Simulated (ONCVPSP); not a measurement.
Reading a pseudo-wave (C)

Columns: radius, all-electron u(r) and pseudo u(r) of the 2p shell (level -17.12 eV) of carbon in the configuration [He] 2s2 2p1; LDA (Perdew-Zunger), scalar-relativistic, ONCV scheme, ONCVPSP 4.0.1.

| r (bohr) | all-electron | pseudo |
| --- | --- | --- |
| 0.100 | 0.0555 | 0.0227 |
| 0.200 | 0.1701 | 0.0875 |
| 0.300 | 0.2986 | 0.1860 |
| 0.400 | 0.4202 | 0.3057 |
| 0.500 | 0.5255 | 0.4329 |
| 0.600 | 0.6115 | 0.5545 |
| 0.700 | 0.6781 | 0.6596 |
| 0.800 | 0.7264 | 0.7408 |
| 0.900 | 0.7581 | 0.7944 |
| 1.000 | 0.7756 | 0.8210 |
| 1.100 | 0.7808 | 0.8243 |
| 1.200 | 0.7760 | 0.8105 |
| 1.300 | 0.7631 | 0.7862 |
| 1.400 | 0.7438 | 0.7566 |
| 1.500 | 0.7196 | 0.7254 |
| 1.600 | 0.6919 | 0.6938 |
| 1.700 | 0.6616 | 0.6620 |
| 1.800 | 0.6296 | 0.6296 |
| 1.900 | 0.5966 | 0.5966 |
| 2.000 | 0.5633 | 0.5633 |
| 2.100 | 0.5301 | 0.5301 |
| 2.200 | 0.4974 | 0.4974 |
| 2.300 | 0.4654 | 0.4654 |
| 2.400 | 0.4345 | 0.4345 |
| 2.500 | 0.4047 | 0.4047 |
| 2.600 | 0.3762 | 0.3762 |

How many radial nodes do the two functions have?

The all-electron 2p function has n − l − 1 = 0; the pseudo-wave has 0.

At about which radius was the pseudo-wave matched?

2.00 bohr. The columns agree to 0.0005 from 1.70 bohr on; several derivatives are matched, so the curves merge somewhat inside the radius.

Where does each function peak?

Outermost all-electron maximum near 1.10 bohr, pseudo maximum near 1.10 bohr (to the table’s step).

Is the pseudo-wave norm-conserving?

Yes: the ONCV scheme keeps the norm inside the radius equal to the all-electron one, which fixes the energy derivative of the logarithmic derivative at the level.
